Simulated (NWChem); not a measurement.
CH$_{2}$NS, doublet; SMILES N[C]=S

```xyz
5

N      0.1387     1.5959     0.0000
C     -0.4254     0.4107     0.0000
S      0.0535    -1.1121     0.0000
H      1.1520     1.7214     0.0000
H     -0.4274     2.4366     0.0000
```
Atoms are numbered in this order, from 1.

Program: NWChem. Pople sets run with spherical d functions. Spin-unrestricted. Medium grid unless said otherwise, to which SCAN and Minnesota functionals are sensitive. In the optimisation the excess spin sits in a' (Cs, its own frame). Structure relaxed at the PBE0/def2-SVP, spin-unrestricted level. No stability test was run on the SCF state. B3LYP is NWChem's, with the RPA form of VWN correlation.

Problem. Among these, which level gives the lowest value of “highest occupied level (eV)”?
A. r2SCAN0/6-31G*
B. M06-2X/6-31G*
C. BP86/6-31G*
D. B97-2/6-31G*

Solution. B, M06-2X/6-31G*. Values: M06-2X/6-31G* -6.44; r2SCAN0/6-31G* -5.73; B97-2/6-31G* -5.14; BP86/6-31G* -4.15
